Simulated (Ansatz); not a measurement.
## Relaxing a trial structure of CH3AlGa

The starting geometry of this gas-phase doublet was optimised with GFN2-xTB.

| atom | x (Å) | y (Å) | z (Å) |
| --- | --- | --- | --- |
| C | -1.7667 | 2.3942 | 1.1697 |
| Al | 0.0633 | 1.6533 | 1.3255 |
| Ga | -1.2019 | 2.2531 | -1.0231 |
| H | -2.6048 | 1.9702 | 1.7465 |
| H | -1.7139 | 3.4640 | 1.4723 |
| H | 1.1794 | 1.2013 | 2.4097 |

Task: Predict what becomes of its bonds when it is optimised with B3LYP-D3(BJ)/def2-SVP.

Result: A bond breaks, giving a structure given below by its coordinates. Contacts that open: Al2–Ga3 (2.73 → 3.50 Å).

The energy falls by 0.62 eV over 15 steps:

```tsv
step	E − E(last) (eV)
1	0.618
3	0.302
4	0.197
6	0.092
7	0.051
9	0.008
10	0.001
12	0.000
13	0.000
15	0.000
```

Final geometry (Å):

```csv
atom,x (Å),y (Å),z (Å)
C,-1.4172,2.5448,1.0821
Al,0.2948,2.2222,1.9655
Ga,-1.7613,1.9661,-0.8604
H,-2.1588,1.9233,1.6340
H,-1.7389,3.6020,1.1433
H,0.7367,0.6778,2.1362
```

No frequencies were run, so the end isn't proven a minimum. Open shells are spin-unrestricted. Run with Ansatz 0.2.0, 91 s on 1 thread of Intel(R) Xeon(R) Platinum 8259CL CPU @ 2.50GHz (Skylake/Cascade Lake), with other jobs on the host.
